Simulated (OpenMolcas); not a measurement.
# Multiplet structure of In II

```
Program             : OpenMolcas 26.06
Method              : CASSCF
Basis               : ANO-RCC-VQZP [8s7p5d3f2g]
Scalar Hamiltonian  : DKH2, point nucleus
Active space        : 2 electrons in 4 orbitals (5s 5p)
State averaging     : 2S+1 = 3 even, 3 roots; 2S+1 = 1 even, 7 roots; 2S+1 = 3 odd, 3 roots; 2S+1 = 1 odd, 3 roots
Spin-orbit coupling : RASSI with atomic mean-field integrals over the reference wave functions, term energies averaged over their components
```

With spin-orbit coupling, above the lowest level:

| Configuration | Term | J | E (cm⁻¹) | Measured (cm⁻¹) | Term weight % |
| --- | --- | --- | --- | --- | --- |
| 5s² | ¹S | 0 | 0.0 | 0.0 | 100 |
| 5s 5p | ³P° | 0 | 36728 | 42276 | 100 |
| 5s 5p | ³P° | 1 | 37688 | 43351 | 100 |
| 5s 5p | ³P° | 2 | 39730 | 45830 | 100 |
| 5s 5p | ¹P° | 1 | 65597 | 63038 | 100 |
| 5p² | ³P | 0 | 95798 | 101608 | 99 |
| 5p² | ³P | 1 | 96992 | 103249 | 100 |
| 5p² | ³P | 2 | 98649 | 105565 | 97 |
| 5p² | ¹D | 2 | 106189 | 97628 | 97 |
| 5p² | ¹S | 0 | 123307 | 121289 | 99 |

Against the 9 measured excited levels shown (NIST Handbook of Basic Atomic Spectroscopic Data) the mean absolute deviation is 5500 cm-1; the largest miss in energy is 5p² ¹D₂: computed 106189, measured 97628 cm⁻¹ (+8.8 %), and the largest in proportion 5s 5p ³P°₂ (-13.3 %). Levels of one J stand in another order than measured, so their pairing by name is doubtful.

Spin-orbit coupling puts the lowest level 3.2 cm⁻¹ below the lowest spin-free term.

Without dynamic correlation excited terms often stand tens of per cent too high (terms of higher spin than the ground term too low), and those without a measured partner can miss by more than the paired ones. The ¹D term of p² mixes with s d, which this space lacks. Computed and measured levels are paired by configuration, term and J; levels that our copy of the source lacks, or whose pairing is in doubt (as where it misses far off the trend of its configuration), stay unpaired and out of the deviations. Only configurations of the active space appear.

The term weight is that of the spin-free term in the level, not the purity of its configuration. ° marks odd parity.
